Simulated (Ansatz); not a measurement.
Basis-set series for C2H9BFGaSeSi. Total charge 0; spin multiplicity 1. The bonds changed during the relaxation, so this is another structure than the one it started from. The structure was optimised at the PBE0-D4/def2-TZVP level. It is one conformer, not always the lowest.

| atom | x (Å) | y (Å) | z (Å) |
| --- | --- | --- | --- |
| B1 | 1.1576 | -0.6443 | 1.0497 |
| C2 | 1.1495 | 0.7694 | 0.3097 |
| F3 | 0.4369 | 1.7404 | 0.8812 |
| C4 | 1.6892 | 1.0751 | -0.9033 |
| Ga5 | -0.1413 | 0.0068 | -1.7823 |
| Se6 | -0.4272 | -1.6748 | 0.0505 |
| Si7 | -2.2507 | -0.6934 | 1.0426 |
| H8 | 2.1232 | -1.2988 | 0.7564 |
| H9 | 0.8869 | -0.5854 | 2.2173 |
| H10 | 2.4270 | 0.3982 | -1.3148 |
| H11 | 1.6310 | 2.0850 | -1.2967 |
| H12 | 0.5177 | -0.6749 | -3.0202 |
| H13 | -1.3102 | 1.0406 | -1.7193 |
| H14 | -2.4067 | -1.3172 | 2.3779 |
| H15 | -2.0561 | 0.7680 | 1.1613 |
| H16 | -3.4268 | -0.9947 | 0.1900 |

```tsv
functional	basis	functions	energy (Eh)	HOMO (eV)	LUMO (eV)
PBE0-D4	def2-SVP	183	-4820.58172	-7.86	-1.78
PBE0-D4	def2-TZVPP	388	-4821.46025	-7.85	-1.80
ωB97M-V	def2-SVP	183	-4821.09688	-9.87	0.25
ωB97M-V	def2-TZVPP	388	-4821.98428	-9.89	0.16
```

Question: Give the rows for def2-QZVPP. (Estimate.)

Answer: Computed: 
| functional | basis | functions | energy (Eh) | HOMO (eV) | LUMO (eV) |
| --- | --- | --- | --- | --- | --- |
| PBE0-D4 | def2-QZVPP | 746 | -4821.57468 | -7.85 | -1.82 |
| ωB97M-V | def2-QZVPP | 746 | -4822.09445 | -9.89 | 0.08 |

Positive LUMOs are unbound and depend on the basis. Scalar relativity is left out up to krypton.
